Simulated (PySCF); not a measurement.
C4H3ClF2O2.
Geometry (GFN2-xTB, Å), atoms numbered from 1 in this order:
```
atom  x, y, z in Å
O1     0.2868    2.2206    0.8134
C2    -0.4040    1.5206    0.1394
C3    -0.1230    0.0802   -0.1762
C4     1.2930   -0.4068    0.1107
F5     1.5474   -0.3613    1.4300
F6     1.4450   -1.6933   -0.2456
Cl7    2.5001    0.5746   -0.7521
C8    -1.2348   -0.8952   -0.0856
O9    -0.7464   -0.4432   -1.3056
H10   -1.3432    1.8629   -0.3319
H11   -1.0014   -1.9201    0.1778
H12   -2.2183   -0.5395    0.1997
```

Computed at PBE0/pcSseg-1 (PySCF, non-relativistic), with Q(17O) = −0.0256 b, Q(35Cl) = −0.0817 b: O1, 17O (I = 5/2): χzz = 12.38 MHz, η = 0.613; Cl7, 35Cl (I = 3/2): χzz = -78.63 MHz, η = 0.025; O9, 17O (I = 5/2): χzz = 13.62 MHz, η = 0.116.

Task: Where would the pure quadrupole (NQR) lines of 17O at O1 fall for the rigid, isolated species?

Result: From the eigenvalues of H = χ/[4I(2I − 1)] × [3Iz² − I(I + 1) + η(Ix² − Iy²)], steps between neighbouring levels, labelled as for η = 0: ±1/2↔±3/2 2.499 MHz, ±3/2↔±5/2 3.491 MHz (aldehyde oxygen).

Task: Where would the pure quadrupole (NQR) lines of 35Cl at Cl7 fall for the rigid, isolated species?

Result: From ν = (|χ|/2)√(1 + η²/3): ν = 39.32 MHz (chlorine on a fluorinated carbon). For 37Cl the ratio of quadrupole moments, 0.7881, gives 30.99 MHz.

Task: Find the zero-field quadrupole resonance frequencies of 17O at O9.

Result: From the eigenvalues of H = χ/[4I(2I − 1)] × [3Iz² − I(I + 1) + η(Ix² − Iy²)], steps between neighbouring levels, labelled as for η = 0: ±1/2↔±3/2 2.072 MHz, ±3/2↔±5/2 4.075 MHz (epoxide oxygen).

Task: Apply the simplest Townes–Dailey estimate (no s hybridisation, no π bonding), ionic character = 1 − χzz/χ0, where χ0 is the coupling for one missing p electron along the bond: −109.74 MHz for 35Cl.

Result: Cl7 on C4: 1 − (-78.63)/(-109.74) = 0.28. In this model a purely covalent bond gives χ0 and a free halide ion gives zero; s hybridisation or π bonding, where present, is counted here as ionic character.

In a crystal, neighbours and librations shift these lines. GFN2-xTB bond lengths can be off by several hundredths of an ångström, more for odd bonds, and the gradients follow them. The small basis limits the accuracy of the gradients.

The run behind these numbers computed NMR shieldings as well. Time: 46 s of wall time; peak memory 0.79 GiB. Hardware: one thread of an Arm Neoverse N1, shared host.

One conformer stands for the species.
